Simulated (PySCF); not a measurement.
C₂H₆Ga, charge +1. Atoms are numbered in the order given.

```xyz
9

Ga     0.0000     0.0000     0.0000
C      0.0000     0.0000    -1.9064
H      0.9077     0.5026    -2.2771
H     -0.8891     0.5348    -2.2771
H     -0.0186    -1.0374    -2.2771
C      0.0000     0.0000     1.9064
H      0.9077    -0.5026     2.2771
H     -0.8891    -0.5348     2.2771
H     -0.0186     1.0374     2.2771
```
Charge +1, spin multiplicity 1.

Geometry optimised at ωB97X-D3(BJ)/def2-SVP. The spin state was assumed, not searched. The isomer is the one that the SMILES or the coordinates give; other isomers of the formula were not compared.

Calculation: PySCF with r2SCAN/def2-TZVPD.

Isolated molecule, no solvent.

**Question.** Estimate the frontier levels, gap, dipole moment and polarisability. (An estimate is asked for; the answer gives what the named calculation found.)

**Answer.** 
```json
{
  "highest_occupied_level": "-13.37 eV",
  "lowest_empty_level": "-7.17 eV",
  "orbital_gap": "6.20 eV",
  "dipole_moment_about_the_centre_of_nuclear_charge": "0.00 D",
  "mean_static_polarisability": "46.5 bohr³ (6.90 Å³)",
  "polarisability_principal_values": "36.5, 36.5, 66.6 bohr³"
}
```
